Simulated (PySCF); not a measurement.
A structure optimised at PBE-D3(BJ)/def2-SVP, used in a PySCF frequency run:

```xyz
8

F     -1.8080    -0.4939     0.7291
C     -1.3896     0.4743    -0.1303
F     -2.1702     1.5845     0.0645
C      0.0484     0.8678     0.1621
Br     1.2829    -0.5956    -0.1975
H     -1.5361     0.1124    -1.1740
H      0.1436     1.1449     1.2288
H      0.3435     1.7202    -0.4762
```
Charge 0, spin multiplicity 1.

### Question
Write its SMILES and formula.

### Answer
FC(F)CBr, C2H3BrF2

### Question
What are its rotational constants (standard atomic weights)?

### Answer
8.8463, 1.3581, 1.2218 GHz
